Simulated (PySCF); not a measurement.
**Relaxation of singlet SNI₃**

These are results of B3LYP in PySCF with S def2-SVP, N def2-SVP, I def2-SVP with ECP28; scalar-relativistic core potentials, no spin–orbit coupling; density-fitted integrals, not measurements. A (50,194) grid was used.

A hand-made see-saw (ligand arrangement 2) start, of Cs symmetry, held to at least that symmetry:

```xyz
5
charge 0 multiplicity 1, angstrom
S     0.0000   -0.6489   -0.9299
N     0.0000   -2.1830   -0.7957
I     0.0000    1.7021   -0.7242
I     1.8597   -0.6489    0.5231
I    -1.8597   -0.6489    0.5231
```

Optimiser trace:
| step | E − E(last) (kJ/mol) | largest gradient (Eh/bohr) |
| --- | --- | --- |
| 0 | 446.28 | 0.11862 |
| 1 | 258.81 | 0.06173 |
| 2 | 125.54 | 0.03077 |
| 3 | 64.26 | 0.04155 |
| 4 | 38.06 | 0.01007 |
| 5 | 31.30 | 0.03915 |
| 6 | 23.12 | 0.01350 |
| 7 | 15.01 | 0.01739 |
| 8 | 6.45 | 0.01679 |
| 9 | 2.33 | 0.01526 |
| 10 | 1.07 | 0.00221 |
| 11 | 0.45 | 0.00396 |
| 12 | 0.29 | 0.00326 |
| 13 | 0.15 | 0.00258 |
| 14 | 0.03 | 0.00083 |
| 15 | 0.00 | 0.00018 |
| 16 | 0.00 | 0.00011 |

It ends at C3v with S–I 2.680 Å (×3), S–N 1.462 Å; I–S–I 99.3° (×3), I–S–N 118.4° (×3) (after a last refinement on a finer grid). The frequency run here used a shortcut that can spoil soft modes, so no verdict on minimum or saddle point is given. Other isomers or separated fragments may lie lower.

The relaxation took about 4 core-minutes on a shared host.
